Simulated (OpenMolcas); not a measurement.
Pd3+ (d7) among equal point charges was computed by CASSCF with the d shell active (OpenMolcas, ANO-RCC-VDZP on the metal). Its lowest spin-free states, and all those of the highest spin:

```tsv
2S+1	Degeneracy	E (cm-1)
4	1	0.0
4	3	7583
4	3	12838
2	2	18603
2	3	19444
2	1	23583
2	3	23928
4	3	24740
2	3	26418
2	3	27257
2	2	29502
2	3	31204
```

Task: Is the site octahedral, tetrahedral or cube-like, axial, or of lower symmetry?

Result: The states with 2S+1 = 4 have orbital degeneracies 1, 3, 3, 3. Threefold states need a cubic site. For d7 at this spin an octahedron puts the threefold T1 below the threefold T2 and a tetrahedron or cube puts the single A2 below the threefold T2, so the site is a tetrahedron or a cube, which this pattern cannot tell apart. The first gap at this spin, 7580 cm-1, is |10Dq| in ligand-field theory. The run had Pd3+ among 8 point charges of -1.2 e arranged as a cube (Oh), 1.78 Å from the ion.

Without dynamic correlation the repulsion within the d shell is too large (B by tens of per cent), so at a given field states of lower spin stand too high. Point charges carry no covalency, so the field is a model and not that of real ligands. No measured value stands beside these numbers.
